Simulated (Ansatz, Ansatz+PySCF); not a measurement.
```yaml
atoms:
  - { symbol: C, position_ang: [-0.8087, -0.2770, -0.0791] }
  - { symbol: C, position_ang: [0.1796, 0.7167, 0.4438] }
  - { symbol: C, position_ang: [0.6508, -0.4591, -0.3520] }
  - { symbol: H, position_ang: [-1.4493, 0.0219, -0.9002] }
  - { symbol: H, position_ang: [-1.2845, -0.9462, 0.6279] }
  - { symbol: H, position_ang: [0.3802, 0.7275, 1.5085] }
  - { symbol: H, position_ang: [0.2150, 1.6955, -0.0196] }
  - { symbol: H, position_ang: [1.0085, -0.2845, -1.3598] }
  - { symbol: H, position_ang: [1.1736, -1.2528, 0.1683] }
```

Basis set: def2-SVP (spherical functions). Charge 0, multiplicity 3.

Computed with Ansatz (development build ahead of 0.2.0); each method stands on the lowest determinant of its kind that the runs found.

Task: Give the atomization energy at this shape (free ground-state atoms in the same class of orbitals less the molecule, no zero-point energy) of triplet C₃H₆ by PBE0 (unrestricted), UHF.

Result:

| method | atomization energy |
| --- | --- |
| PBE0 (unrestricted) | 28.70 eV |
| UHF | 19.38 eV |

Caution: another spin multiplicity may lie lower; the determinant breaks the point group.
